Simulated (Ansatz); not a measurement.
From C to Sn: the HOMO–LUMO gap

One atom is swapped for its congeners: Se(CH3)2; Se(CH3)(SiH3); Se(CH3)(GeH3); Se(CH3)(SnH3). All are singlets with charge 0.

Shapes, held fixed at every level: PBE0-D4/def2-TZVP. Programs: Ansatz 0.2.0. Values in eV.

Question: How should the HOMO–LUMO gap change along the series?

Answer: At wB97M-V/def2-TZVPP the HOMO–LUMO gap falls at every step, from 10.45 to 9.56 eV. 3 of 6 levels show this order throughout; 3 agree on the largest and the smallest. For atoms past krypton def2 sets carry core potentials with scalar relativity. Relativity is left out for Ge, Se unless named. Orbital gaps aren't excitation energies, and the LUMO depends on the basis.

```json
{"level": "r2SCAN-D4/def2-TZVPP", "Se(CH3)2": "4.97", "Se(CH3)(SiH3)": "5.06", "Se(CH3)(GeH3)": "4.82", "Se(CH3)(SnH3)": "4.42"}
{"level": "B3LYP-D4/def2-TZVPP", "Se(CH3)2": "5.98", "Se(CH3)(SiH3)": "6.03", "Se(CH3)(GeH3)": "5.80", "Se(CH3)(SnH3)": "5.34"}
{"level": "BHLYP-D4/def2-TZVPP", "Se(CH3)2": "8.33", "Se(CH3)(SiH3)": "8.32", "Se(CH3)(GeH3)": "8.13", "Se(CH3)(SnH3)": "7.58"}
{"level": "PBE0-D4/def2-TZVPP", "Se(CH3)2": "6.47", "Se(CH3)(SiH3)": "6.48", "Se(CH3)(GeH3)": "6.29", "Se(CH3)(SnH3)": "5.83"}
{"level": "wB97X-V/def2-TZVPP", "Se(CH3)2": "10.84", "Se(CH3)(SiH3)": "10.77", "Se(CH3)(GeH3)": "10.58", "Se(CH3)(SnH3)": "9.97"}
{"level": "wB97M-V/def2-TZVPP", "Se(CH3)2": "10.45", "Se(CH3)(SiH3)": "10.37", "Se(CH3)(GeH3)": "10.22", "Se(CH3)(SnH3)": "9.56"}
```
